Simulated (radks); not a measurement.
Results of a calculation; reference values are marked as such.
Effect of the nuclear size on neutral iridium, [Xe] 4f14 5d7 6s2. Code: a radial shooting solver on a logarithmic mesh with Libxc functionals. Model: Dirac Kohn-Sham, PBE, spin-unpolarised, spherical densities, finite nucleus; open shells are shared between the two j in proportion to 2j + 1; Fermi nuclear charge, rms radius 5.4032 fm. The rms radius is varied about that value; shifts are against it.

rms radius (fm)  total energy shift (eV)  density at nucleus (e/bohr^3)  1s1/2 shift (meV)  2s1/2 shift (meV)  4p1/2 shift (meV)  5s1/2 shift (meV)  5p1/2 shift (meV)  6s1/2 shift (meV)  6p1/2 (empty) shift (meV)
4.8521                             -15.4                      1.896e+06              -6180               -896             -0.366              -9.09              0.404             -0.629                      0.190
5.1925                             -5.99                      1.848e+06              -2410               -350             -0.144              -3.55              0.157             -0.246                      0.074
5.4032                                 0                      1.821e+06              0.000              0.000              0.000              0.000              0.000              0.000                      0.000
5.7058                              8.87                      1.784e+06               3570                517              0.215               5.25             -0.232              0.363                     -0.109
6.2947                              27.0                      1.718e+06              10900               1570              0.661               16.0             -0.706               1.10                     -0.333

Slopes of the eigenvalues against <r^2> in GHz/fm^2, as finite differences over the two radii next to the reference (eigenvalue slopes, not the field-shift constants of lines): 1s1/2 259000, 2s1/2 37500, 4p1/2 15.5, 5s1/2 380, 5p1/2 -16.8, 6s1/2 26.3, 6p1/2 (empty) -7.92.
